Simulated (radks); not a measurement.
Removal energies from the germanium ion Ge13+, [Ar] 3d(3/2: 1, 5/2: 0), by Delta-SCF beside the eigenvalue of the level emptied. Method: Dirac Kohn-Sham, relativistic LDA (MacDonald-Vosko exchange, VWN5 correlation), spin-unpolarised, spherical densities, finite nucleus; Fermi nuclear charge, rms radius of each element as measured or else 0.836 A^(1/3) + 0.57 fm; computed with a radial shooting solver on a logarithmic mesh with Libxc functionals. Sub-shells are occupied by j as written (lower j first in brackets).

removed from                             final configuration  Delta-SCF (eV)  -eigenvalue (eV)
3d3/2                                                   [Ar]          407.91            386.56
3p3/2         [Ne] 3s2 3p(1/2: 2, 3/2: 3) 3d(3/2: 1, 5/2: 0)          486.76            466.98
3p1/2         [Ne] 3s2 3p(1/2: 1, 3/2: 4) 3d(3/2: 1, 5/2: 0)          492.83            472.83
3s1/2                        [Ne] 3s1 3p6 3d(3/2: 1, 5/2: 0)          542.08            522.36
